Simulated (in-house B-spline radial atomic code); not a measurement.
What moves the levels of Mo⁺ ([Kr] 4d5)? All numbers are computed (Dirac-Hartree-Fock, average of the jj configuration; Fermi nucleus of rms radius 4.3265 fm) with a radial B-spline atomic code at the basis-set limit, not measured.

Baseline run (computed): total energy -4046.9646 hartree, 1s1/2 at -739.697 hartree, 4d5/2 at -14.516 eV with <r> = 1.89 bohr.

Changing the nucleus:

| nucleus | ΔE (eV) |
| --- | --- |
| Fermi nucleus of rms radius 4.3182 fm, A = 91 | -0.00545 |
| Fermi nucleus of rms radius 4.3151 fm, A = 92 | -0.00749 |
| Fermi nucleus of rms radius 4.3529 fm, A = 94 | 0.0174 |
| Fermi nucleus of rms radius 4.3628 fm, A = 95 | 0.024 |
| Fermi nucleus of rms radius 4.3847 fm, A = 96 | 0.0385 |
| Fermi nucleus of rms radius 4.388 fm, A = 97 | 0.0407 |
| Fermi nucleus of rms radius 4.4091 fm, A = 98 | 0.0548 |
| Fermi nucleus of rms radius 4.4468 fm, A = 100 | 0.0801 |
| Fermi nucleus of rms radius 4.4914 fm, A = 102 | 0.11 |
| Fermi nucleus of rms radius 4.5145 fm, A = 103 | 0.126 |
| Fermi nucleus of rms radius 4.5249 fm, A = 104 | 0.133 |
| Fermi nucleus of rms radius 4.5389 fm, A = 105 | 0.143 |
| Fermi nucleus of rms radius 4.549 fm, A = 106 | 0.15 |
| Fermi nucleus of rms radius 4.5602 fm, A = 108 | 0.157 |

A larger nucleus binds the electrons less, roughly as the density at the nucleus times the change of the nuclear <r²>. The reference is A = 90.
